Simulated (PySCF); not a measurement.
## Hg (mercury, neutral) across methods

[Xe] 4f14 5d9 6s2 6p1, one real determinant (an excited configuration). Computed with PySCF 2.14 in x2c-TZVPPall with one added diffuse shell each of s, p, d, f type (12s8p8d4f1g, 113 functions), with the spin-free X2C one-electron Hamiltonian (Gaussian nucleus).

```csv
method,E (hartree),mean ε 6s α (eV),mean ε 6s β (eV),mean ε 6p α (eV),Σ⟨r²⟩ (bohr²),⟨S²⟩
M06,-19625.68,-10.097,-9.646,-3.298,72.06,2.001
LDA,-19613.49,-9.710,-9.051,-2.960,70.91,2.001
BP86,-19627.74,-9.599,-8.894,-2.994,71.05,2.001
r2SCAN,-19625.46,-9.750,-8.840,-3.092,70.56,2.003
PBE0,-19625.19,-10.450,-9.427,-3.659,70.87,2.002
PBE,-19625.45,-9.445,-8.691,-2.897,71.38,2.001
TPSSh,-19624.68,-9.848,-8.875,-3.205,70.79,2.002
UHF,-19619.58610,-12.660,-10.701,-5.464,71.79,2.008
```

⟨L²⟩ = 7.99 against 12 for a pure F term, so this real determinant mixes terms. Spin-orbit coupling, absent here, splits the open shell strongly.
